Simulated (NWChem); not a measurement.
## Correlation energy of ClIn

```xyz
2

In     0.0000     0.0000    -0.6307
Cl     0.0000     0.0000     1.8179
```
Charge 0, spin multiplicity 1.

All runs are NWChem calculations. Structure: optimised with PBE/def2-SVP with def2 effective core potentials on In, a minimum by its harmonic frequencies.

Basis set: def2-SVP. Each correlation energy counts from its own Hartree-Fock reference.

Effective core potentials replace the inner electrons of In; spin-orbit coupling is left out. The correlated methods keep 9 core orbitals frozen. The structure started from a generated list of species. No row is a measurement; the coupled-cluster row has its own basis-set and correlation limits.

Q: For the correlation energy, MP2 gives -193.2 mHa and CR-CCSD[T] gives -221.3 mHa. What do CCSD+T(CCSD), SCS-MP2, CCSD give?

A: CCSD+T(CCSD): -222.3 mHa; SCS-MP2: -188.6 mHa; CCSD: -216.2 mHa.
